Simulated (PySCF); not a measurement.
**Stretching InC⁺**

Set-up: basis In aug-cc-pVDZ-PP with ECP28, C aug-cc-pVDZ; scalar-relativistic core potentials; PySCF 2.14. Energies in eV from In⁺ + C in their ground configurations at the same level. State: ³Π (triplet), unpaired electrons σ ↑, π ↑.

All columns are PBE0. A positive dipole points towards C; it is taken about the centre of mass and depends on that origin.

```tsv
R (Å)	E (eV)	μ (D)	Mulliken charge on In (basis-dependent)	HOMO (eV)	LUMO (eV)	Mayer bond order	⟨S²⟩
2.480	-0.201	1.24	0.98	-13.09	-10.33	0.32	2.01
2.596	-0.275	1.17	0.96	-13.08	-10.08	0.29	2.01
2.711	-0.314	1.06	0.95	-13.04	-9.84	0.26	2.01
2.797	-0.327	0.96	0.94	-12.99	-9.67	0.25	2.01
2.884	-0.331	0.84	0.94	-12.92	-9.50	0.23	2.01
2.970	-0.327	0.72	0.93	-12.84	-9.34	0.22	2.01
3.086	-0.314	0.56	0.93	-12.71	-9.13	0.21	2.00
3.230	-0.291	0.35	0.93	-12.50	-8.89	0.19	2.00
3.403	-0.258	0.09	0.93	-12.23	-8.62	0.17	2.00
3.634	-0.213	-0.24	0.94	-11.91	-8.29	0.14	2.00
```

A fit through these points gives, at Re = 2.879 Å, μ = 0.85 D and dμ/dR = -1.35 D/Å; the reduced mass is 10.87 u.

Task: How strong is the fundamental in the double-harmonic approximation, I = 42.26·(dμ/dR)²/μred km/mol?

Result: I = 42.26·(-1.35)²/10.87 = 7.09 km/mol at PBE0.

The bond is weak. Basis-set superposition, not corrected here, can be much of De in a small basis, most of all at correlated wavefunction levels. These are scalar-relativistic numbers at best; spin–orbit coupling would shift them, the dissociation energy most. For an ion De counts to the pair picked by the measured ionisation energies or electron affinities, which need not be the lowest pair at this level. The state was picked by a PBE0 search and need not be the measured ground state.
